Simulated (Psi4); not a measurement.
Dimer: SiH4 (SMILES [SiH4]) (first 5 atoms) with SiH4 (SMILES [SiH4]); geometry from B3LYP-D3(BJ)/def2-TZVP, rigid monomers moved along the line of their centres of mass till Si1···Si6 is 7.23 Å.
(charge 0, multiplicity 1):
```csv
atom,x (Å),y (Å),z (Å)
Si,0.0175,-0.1676,-0.1015
H,1.0688,0.8735,-0.0874
H,-1.0763,0.2254,0.8156
H,0.5898,-1.4580,0.3420
H,-0.5213,-0.3092,-1.4734
Si,-0.0448,0.4344,7.1052
H,-0.8512,-0.7821,6.8622
H,1.0905,0.4683,6.1556
H,0.4766,0.4150,8.4909
H,-0.8857,1.6360,6.9091
```

Level of theory: SAPT0/jun-cc-pV(D+d)Z in Psi4.

Q: Which attractive term is largest, and how does the interaction split up?

A: electrostatics 0.00, exchange 0.00, induction 0.00, dispersion -0.02, total -0.03 kcal/mol; the largest attraction is dispersion.
